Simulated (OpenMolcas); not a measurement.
# OpenMolcas run: Pd2+

Pd2+ with its 8 nearest fluoride ions at 2.373 Å, on the Sr site of SrF2 (a = 5.796 Å, distance in the model lattice 2.510 Å). The rest of the host is ab initio model potentials to 7.6 Å and point charges beyond; the distance is set by hand and nothing relaxes. Ligand basis ANO-RCC-VDZP.

Input, with the lattice sites abridged:

```
&GATEWAY
Basis set
Pd.ANO-RCC-VTZP.
Pd1 0.0 0.0 0.0 Angstrom
End of basis
Basis set
F.ANO-RCC-VDZP.
L1 1.370052 1.370052 1.370052 Angstrom
L2 1.370052 1.370052 -1.370052 Angstrom
L3 1.370052 -1.370052 1.370052 Angstrom
L4 1.370052 -1.370052 -1.370052 Angstrom
End of basis
Basis set
Sr.EMB-AIMP.Pascual.0s.0s.ECP.SrF2.
PseudoCharge
* 21 symmetry-unique lattice sites within 7.6 angstrom
End of basis
Basis set
F.EMB-AIMP.Pascual.0s.0s.ECP.SrF2.
PseudoCharge
* 40 symmetry-unique lattice sites within 7.6 angstrom
End of basis
Symmetry
XYZ
AngMom=0.0 0.0 0.0
AMFI
RICD
XField
1348 Angstrom 0
* Evjen-weighted lattice charges
&SEWARD
&RASSCF
FileOrb=start.orb
Symmetry=1
Spin=3
nActEl=8 0 0
Inactive=29 29
Ras2=5 0
CIRoot=10 10 1
SDav=10
CIMx=300
Iter=150 100
PrWF=0.3
OrbListing=Nothing
MaxOrb=1
LevShft=1.0
>>> COPY $Project.JobIph JOB001
&RASSCF
FileOrb=start.orb
Symmetry=1
Spin=1
nActEl=8 0 0
Inactive=29 29
Ras2=5 0
CIRoot=15 15 1
SDav=15
CIMx=300
Iter=150 100
PrWF=0.3
OrbListing=Nothing
MaxOrb=0
LevShft=1.0
>>> COPY $Project.JobIph JOB002
&RASSI
NrOfJobIphs=2 10 15
1 2 3 4 5 6 7 8 9 10
1 2 3 4 5 6 7 8 9 10 11 12 13 14 15
IphNames
JOB001
JOB002
EJob
SpinOrbit
DIPRint=1.0
SOCoupling=1000.0
Subsets=2
Property=9
'ANGMOM' 1 'ANGMOM' 2 'ANGMOM' 3 'MLTPL  1' 1 'MLTPL  1' 2 'MLTPL  1' 3
'AMFI' 1 'AMFI' 2 'AMFI' 3
SOProperty=3
'ANGMOM' 1 'ANGMOM' 2 'ANGMOM' 3
```

Launched by
```bash
OMP_NUM_THREADS=1 MOLCAS_MEM=2457 MOLCAS_PROJECT=a pymolcas a.inp > a.log  # once for each step of the input, in one work folder
```

A driver script runs the steps one by one and writes start.orb anew before each from the orbitals found so far.

Output, cut to the results:

```
--- SEWARD ---
Basis set label: PD.ANO-RCC...7S6P4D2F1G.

      Electronic valence basis set:
      ------------------
      Associated Effective Charge  46.000000 au
      Associated Actual Charge     46.000000 au
      Nuclear Model: Point charge

      Shell  nPrim  nBasis  Cartesian Spherical Contaminant
         s      21       7        X
         p      18       6        X
         d      13       4                 X
         f       6       2                 X
         g       4       1                 X
                  Relativistic Douglas-Kroll-Hess integrals:
                    - DKH order of Hamiltonian: 2
                    - DKH order of Properties : 0
                  Atomic mean-field integrals
--- RASSCF ---
Wave function specifications:
      -----------------------------

      Number of closed shell electrons         116
      Number of electrons in active shells       8
      Max number of holes in RAS1 space          0
      Max nr of electrons in RAS3 space          0
      Number of inactive orbitals               58
      Number of active orbitals                  5
      Number of secondary orbitals             117
      Spin quantum number                      1.0
      State symmetry                             1
Orbital specifications:
      -----------------------

      Symmetry species                           1   2
                                                ag  au
      Frozen orbitals                            0   0
      Inactive orbitals                         29  29
      Active orbitals                            5   0
      RAS1 orbitals                              0   0
      RAS2 orbitals                              5   0
      RAS3 orbitals                              0   0
      Secondary orbitals                        58  59
      Deleted orbitals                           0   0
      Number of basis functions                 92  88
      Number of CSFs                            10
      Number of root(s) required                10
      Iter CI   SX   CI       RASSCF       Energy    max ROT     max BLB   max BLB  Level Ln srch  Step   QN
          iter iter root      energy       change     param      element    value   shift minimum  type update
 Nr of preliminary CI iterations:   1
      Total energies have been shifted. Add                -5000.00 au
        1   1   13    0  -839.08887908    0.00E+00  -6.61E-02   33  39 1  3.71E-01*  1.26   0.00    SX    NO
        2   1   13    0  -839.92160817   -8.33E-01* -2.70E-02   31  37 1  9.44E-02*  0.98   0.00    SX    NO
        3   1   13    0  -840.01137666   -8.98E-02* -1.01E-02   32  53 1  3.41E-02*  0.89   0.00    SX    NO
        4   1   12    0  -840.02245599   -1.11E-02* -4.43E-03   32  53 1  1.45E-02*  0.87   0.00    SX    NO
        5   1   12    0  -840.02498275   -2.53E-03* -4.22E-03   32  53 1  5.73E-03*  0.86   2.01    LS   YES
        6   1   11    0  -840.02583799   -8.55E-04* -8.33E-04   30  36 1 -2.77E-03*  0.85   1.07    QN   YES
        7   1   10    0  -840.02599288   -1.55E-04* -9.29E-04   30  36 1 -1.88E-03*  0.85   2.13    LS   YES
        8   1   10    0  -840.02605341   -6.05E-05* -5.18E-04    9  52 2 -1.41E-03*  0.85   1.01    QN   YES
        9   1    9    0  -840.02606626   -1.28E-05*  2.01E-04    8  38 2  3.70E-04*  0.85   1.36    QN   YES
       10   1    8    0  -840.02606839   -2.13E-06*  5.96E-05    9  39 2 -1.12E-04*  0.85   1.19    QN   YES
       11   1    7    0  -840.02606858   -1.87E-07* -2.54E-05   30  36 1  6.75E-05   0.85   1.27    QN   YES
       12   1    6    0  -840.02606860   -2.72E-08* -8.18E-06    7  37 2 -1.49E-05   0.85   1.21    QN   YES
       13   1    5    0  -840.02606861   -2.92E-09  -3.07E-06    9  52 2 -3.77E-06   0.85   1.26    QN   YES
      Convergence after 13 iterations
       14   1    5    0  -840.02606861   -6.04E-10  -3.07E-06    9  52 2 -1.89E-06   0.85   1.26    QN   YES
      Natural orbitals and occupation numbers for root  1
      sym 1:   1.014797   1.985203   2.000000   1.014797   1.985203
      Natural orbitals and occupation numbers for root  2
      sym 1:   1.942944   1.057056   1.057056   2.000000   1.942944
      Natural orbitals and occupation numbers for root  3
      sym 1:   1.017352   1.017352   2.000000   1.982648   1.982648
::    RASSCF root number  1 Total energy:  -5840.06042292
::    RASSCF root number  2 Total energy:  -5840.06042292
::    RASSCF root number  3 Total energy:  -5840.06042292
...
--- RASSI ---
SPIN-FREE ENERGIES:
  (Shifted by EMIN (a.u.) =      -5840.0604229235)

 SF State       Relative EMIN(au)   Rel lowest level(eV)    D:o, cm**(-1)

     1             0.0000000000        0.0000000000              0.0000
     2             0.0000000000        0.0000000000              0.0000
     3             0.0000000000        0.0000000000              0.0000
     4             0.0203206971        0.5529543367           4459.8775
     5             0.0203206971        0.5529543367           4459.8775
     6             0.0203206971        0.5529543367           4459.8775
     7             0.0442667994        1.2045609754           9715.4395
    11             0.0596400192        1.6228875975          13089.4712
    12             0.0596400192        1.6228875975          13089.4712
    13             0.0596400192        1.6228875975          13089.4712
    14             0.0629346392        1.7125387767          13812.5567
    15             0.0629346392        1.7125387767          13812.5567
    10             0.0794380867        2.1616204597          17434.6448
     8             0.0794380867        2.1616204597          17434.6448
     9             0.0794380867        2.1616204597          17434.6448
    16             0.0942803004        2.5654976686          20692.1342
    17             0.0942803004        2.5654976686          20692.1342
    18             0.0942803004        2.5654976686          20692.1342
    19             0.1035114393        2.8166897552          22718.1350
    20             0.1035114393        2.8166897552          22718.1350
    21             0.1035114393        2.8166897552          22718.1350
    22             0.1039012021        2.8272957406          22803.6780
    23             0.1154669664        3.1420162223          25342.0699
    24             0.1154669664        3.1420162223          25342.0699
    25             0.2272634075        6.1841523624          49878.5526
...
```

Spin-orbit levels above the lowest (labels of O, the rotations of Oh):

```json
{"E (cm-1)": "0.0", "Degeneracy": "1", "Label": "A1", "2S+1": "3"}
{"E (cm-1)": "746.4", "Degeneracy": "3", "Label": "T1", "2S+1": "3"}
{"E (cm-1)": "1837", "Degeneracy": "2", "Label": "E", "2S+1": "3"}
{"E (cm-1)": "2744", "Degeneracy": "3", "Label": "T2", "2S+1": "3"}
{"E (cm-1)": "6440", "Degeneracy": "3", "Label": "T2", "2S+1": "3"}
{"E (cm-1)": "6714", "Degeneracy": "3", "Label": "T1", "2S+1": "3"}
{"E (cm-1)": "7436", "Degeneracy": "2", "Label": "E", "2S+1": "3"}
{"E (cm-1)": "7490", "Degeneracy": "1", "Label": "A2", "2S+1": "3"}
{"E (cm-1)": "12104", "Degeneracy": "3", "Label": "T2", "2S+1": "3 (85 %)"}
{"E (cm-1)": "15263", "Degeneracy": "2", "Label": "E", "2S+1": "1 (73 %)"}
{"E (cm-1)": "15536", "Degeneracy": "3", "Label": "T2", "2S+1": "1 (64 %)"}
{"E (cm-1)": "19705", "Degeneracy": "3", "Label": "T2", "2S+1": "3 (79 %)"}
{"E (cm-1)": "19980", "Degeneracy": "2", "Label": "E", "2S+1": "3 (75 %)"}
{"E (cm-1)": "20433", "Degeneracy": "3", "Label": "T1", "2S+1": "3"}
{"E (cm-1)": "20681", "Degeneracy": "1", "Label": "A1", "2S+1": "3"}
{"E (cm-1)": "23300", "Degeneracy": "3", "Label": "T2", "2S+1": "1"}
{"E (cm-1)": "25098", "Degeneracy": "3", "Label": "T1", "2S+1": "1"}
{"E (cm-1)": "25249", "Degeneracy": "1", "Label": "A1", "2S+1": "1"}
{"E (cm-1)": "27942", "Degeneracy": "2", "Label": "E", "2S+1": "1"}
{"E (cm-1)": "52564", "Degeneracy": "1", "Label": "A1", "2S+1": "1"}
```

An orbital triplet at a regular site is open to Jahn-Teller coupling, which can distort the site and quench the lowest spin-orbit gaps and is left out. Without dynamic correlation the repulsion within the d shell is too large (B by tens of per cent), so at a given field states of lower spin stand too high. Real 4d8 and 5d8 ions are as a rule square planar and diamagnetic. With metal d orbitals alone the field can be off either way by tens of per cent. Ligand-to-metal charge-transfer states are missing. With no ligand orbital active B as a rule stays too high, so bands that hang on it stand too high and its fall with covalency is understated. No measured value stands beside these numbers; the geometry was set by hand and not optimised.

The RASSCF and RASSI steps took 36 s on 1 thread of Arm Neoverse V1, with other jobs on the host; the integral step is not counted.
